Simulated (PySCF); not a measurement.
Job file and geometry (Å, from GFN2-xTB) of an NMR shielding run on `O=COc1cncs1`, C4H3NO2S, PySCF, GIAO PBE0/pcSseg-1 NMR shielding, non-relativistic, gas phase; density fitting, a coarse starting grid and PySCF grid level 2 are the driver's defaults:

```
{"job": {"kind": "nmr", "xc": "PBE0", "basis": "pcSseg-1"}, "charge": 0, "multiplicity": 1}
O      2.197368    -0.950432     1.053003
C      2.321135    -0.421631    -0.007621
O      1.371664     0.150817    -0.746840
C      0.066224     0.192243    -0.340613
C     -0.560792    -0.270565     0.780384
N     -1.889324    -0.028008     0.808827
C     -2.295731     0.592953    -0.232437
S     -1.066673     0.965277    -1.405227
H      3.268854    -0.320377    -0.560135
H     -0.093771    -0.787462     1.597431
H     -3.313529     0.879855    -0.402874
```

Task: Write the output of this run.

Result: 
```
coarse grid: 11064 points
cycle   1  E = -756.7860238022  dE =  1.842e+00  |g| = 8.719e-01  |ddm| = 3.410e+00
cycle   2  E = -756.3274754105  dE =  4.585e-01  |g| = 1.747e+00  |ddm| = 1.690e+00
cycle   3  E = -756.9224452829  dE = -5.950e-01  |g| = 2.654e-01  |ddm| = 1.293e+00
cycle   4  E = -756.9339427750  dE = -1.150e-02  |g| = 9.516e-02  |ddm| = 2.326e-01
cycle   5  E = -756.9354663776  dE = -1.524e-03  |g| = 1.829e-02  |ddm| = 6.275e-02
cycle   6  E = -756.9355143757  dE = -4.800e-05  |g| = 1.032e-02  |ddm| = 2.075e-02
cycle   7  E = -756.9355416511  dE = -2.728e-05  |g| = 1.757e-03  |ddm| = 1.005e-02
cycle   8  E = -756.9355423113  dE = -6.602e-07  |g| = 5.585e-04  |ddm| = 1.830e-03
final grid: 106104 points
cycle   9  E = -757.0049970797  dE = -1.275e-05  |g| = 1.300e-02  |ddm| = 2.510e-02
cycle  10  E = -757.0049380017  dE =  5.908e-05  |g| = 2.116e-02  |ddm| = 2.486e-02
cycle  11  E = -757.0050289765  dE = -9.097e-05  |g| = 2.123e-03  |ddm| = 1.753e-02
cycle  12  E = -757.0050299649  dE = -9.883e-07  |g| = 3.545e-04  |ddm| = 1.914e-03
cycle  13  E = -757.0050299883  dE = -2.343e-08  |g| = 8.500e-05  |ddm| = 2.887e-04
cycle  14  E = -757.0050299888  dE = -5.214e-10  |g| = 6.421e-05  |ddm| = 1.014e-04
cycle  15  E = -757.0050299897  dE = -8.458e-10  |g| = 1.371e-05  |ddm| = 5.784e-05
converged SCF energy = -757.0050299897

GIAO shielding tensors (ppm)
atom      isotropic    diamagn.    paramagn.     s11        s22        s33       span
  0 O     -126.082     402.158    -528.240   -427.237   -235.143    284.135    711.372
  1 C       26.955     244.910    -217.955    -81.377     72.590     89.650    171.027
  2 O      107.900     400.171    -292.271    -75.558    156.135    243.124    318.682
  3 C       25.565     257.550    -231.985    -34.525     39.086     72.135    106.660
  4 C       52.542     253.831    -201.289     -8.853     43.503    122.975    131.828
  5 N      -95.942     330.519    -426.461   -401.212   -110.195    223.580    624.792
  6 C       41.270     259.509    -218.239    -41.156     54.015    110.952    152.108
  7 S      247.979    1056.516    -808.537     24.701    322.470    396.766    372.065
  8 H       23.518      25.545      -2.027     18.409     24.037     28.107      9.699
  9 H       22.833      31.996      -9.163     17.408     23.600     27.490     10.083
 10 H       23.696      29.465      -5.769     20.169     23.246     27.673      7.504
```

Task: Turn these shieldings into chemical shifts. Scale: H2O for $^{17}$O (336.08 ppm); $^{13}$C (186.93 ppm), $^{1}$H (31.72 ppm) against TMS; $^{15}$N (267.73 ppm) vs NH3; $^{33}$S (503.73 ppm) vs CS2 (reference shieldings calculated alike).

Result: Averaging equivalent atoms: O 0: 462.2; O 2: 228.2; C 3: 161.4; C 1: 160.0; C 6: 145.7; C 4: 134.4; N 5: 363.7; S 7: 256; H 9: 8.88; H 8: 8.20; H 10: 8.02 ppm. Unscaled 17O shifts of doubly bonded oxygen tend to come out too high, by tens of ppm or more. Experimental scales use liquid or dissolved standards, which lie at an offset from isolated NH3 (liquid NH3: subtract about 20 ppm) and H2O (liquid H2O: subtract about 36 ppm). Unscaled 15N shifts of sp2 nitrogen come out 20 to 40 ppm too high even then.

Size and cost of the density-fitted run: 158 basis functions, 17 s wall time on 1 thread of an Arm Neoverse V2, shared host.
